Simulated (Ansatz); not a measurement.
Species: C4H6, charge 0, singlet. C4H6 (buta-1,2-diene, SMILES CC=C=C).
B3LYP-D3(BJ)/def2-TZVP minimum from Ansatz (a quantum-chemistry and plane-wave program):
```xyz
10

C      1.9066     0.3489    -0.1390
C      0.6909    -0.1159    -0.1289
C     -0.5275    -0.5733    -0.1159
C     -1.7383     0.2169     0.3000
H      2.5512     0.2669     0.7294
H      2.3203     0.8326    -1.0172
H     -0.6922    -1.6021    -0.4273
H     -2.4617     0.2753    -0.5175
H     -2.2422    -0.2626     1.1433
H     -1.4658     1.2301     0.5921
```
Charge 0, spin multiplicity 1.

Total energies in cc-pVDZ, 22 correlated electrons, 4 frozen orbitals. UHF or UKS for unpaired electrons; spin-orbit terms are left out. Correlated methods leave the cores frozen. No relativity.

```json
[
 {"method": "HF", "program": "Ansatz", "energy (Eh)": "-154.91322", "minus CCSDT(Q) (mEh)": "604.01"},
 {"method": "MP2", "program": "Ansatz", "energy (Eh)": "-155.44696", "minus CCSDT(Q) (mEh)": "70.28"},
 {"method": "CCSD", "program": "Ansatz", "energy (Eh)": "-155.49372", "minus CCSDT(Q) (mEh)": "23.52"},
 {"method": "CCSD(T)", "program": "Ansatz", "energy (Eh)": "-155.51482", "minus CCSDT(Q) (mEh)": "2.42"},
 {"method": "CCSDT(Q)", "program": "Ansatz", "energy (Eh)": "-155.51723", "minus CCSDT(Q) (mEh)": "0.00"}
]
```

Rough core times of Ansatz's runs on a shared machine: CCSD(T) under 20 s, CCSDT(Q) 6 min.
